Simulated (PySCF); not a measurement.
C2H8NSi (doublet state).
Bonds: C1–N2, N2–C3, N2–Si4. Hydrogens: H5, H6, H7 on C1; H8, H9, H10 on C3; H11, H12 on Si4.

The species is `CN([SiH2])C` [radical].

Method used: UKS B3LYP, pcH-1 on C H N Si, non-relativistic, mean-field spin-orbit, GIAO (PySCF 2.14.0). One conformer (not necessarily the lowest) at the GFN2-xTB geometry, without solvent, vibrations or thermal averaging. Couplings are sensitive to structure, and on GFN2-xTB geometries they can be far from those on DFT ones, by a factor of two or more for some ions and for spin on atoms past the first row. No stability test was run, so a lower SCF solution isn't excluded.

Task: Break the g tensor into its mass correction, gauge correction and orbital-Zeeman/spin–orbit terms.

Result: 
```json
{"Δg (ppm)": "relativistic mass correction", "1": "-149", "2": "-149", "3": "-149"}
{"Δg (ppm)": "gauge correction", "1": "17", "2": "57", "3": "58"}
{"Δg (ppm)": "orbital Zeeman/spin–orbit", "1": "-73", "2": "772", "3": "1332"}
{"Δg (ppm)": "total", "1": "-205", "2": "681", "3": "1242"}
```

So g = 2.00211, 2.00300, 2.00356 and g_iso = 2.00289; the tensor is rhombic: the two nearest values differ by 39 % of g3 − g1. Axes: g3 points within 13° of the N2–Si4 bond.

Task: Average each term over the three axes. Which is largest in size?

Result: The orbital-Zeeman/spin–orbit term 677, the mass correction -149 and the gauge correction 44 ppm, for a total of 573 ppm. The orbital-Zeeman/spin–orbit term is the largest in size. The mass correction is the same along every axis, so the anisotropy comes from the other two: their spans along these axes are 42 (gauge) and 1405 ppm (orbital Zeeman/spin–orbit).

Task: What effective moment and Curie constant follow for a powder?

Result: With the mean of g² = 4.0116 and S(S+1) = 0.75: μ_eff = √(⟨g²⟩S(S+1)) = 1.735 μB and χT = 0.12505·⟨g²⟩·S(S+1) = 0.376 cm³ K/mol (cgs; spin-Hamiltonian part alone).

Task: At 9.485 GHz, how far is the centre of the isotropic spectrum from where a free electron (g = 2.002319) resonates?

Result: B = hν/(g μB) with μB/h = 13.99624 MHz/mT gives 338.45 mT for the free electron and 338.35 mT at g_iso, 0.10 mT lower.

Task: In a frozen sample, at which fields do the three g values resonate at 9.5, 34, 94 and 263 GHz (hyperfine left aside), and which band first spreads them over more than twice a line width of 0.5 mT?

Result: 
| band | GHz | B(g3) mT | B(g2) mT | B(g1) mT | spread mT |
| --- | --- | --- | --- | --- | --- |
| X | 9.5 | 338.77 | 338.87 | 339.02 | 0.24 |
| Q | 34.0 | 1212.45 | 1212.79 | 1213.33 | 0.88 |
| W | 94.0 | 3352.07 | 3353.01 | 3354.50 | 2.42 |
| J | 263.0 | 9378.68 | 9381.30 | 9385.45 | 6.78 |

The spread grows in proportion to the frequency. W band is the first where it exceeds 1.0 mT.

The Mulliken spin populations are largest on Si4 (+0.73) and N2 (+0.18). The angles at Si4 add up to 327.0°, so it is pyramidal.

The HOMO–LUMO gaps are 5.21 eV among the α and 4.61 eV among the β orbitals.

On one thread of an Intel Xeon at 2.70 GHz, no GPU, on a shared host, this took 32 s of wall time (with the writing of density and orbital grids) and 0.66 GiB of memory at its peak.
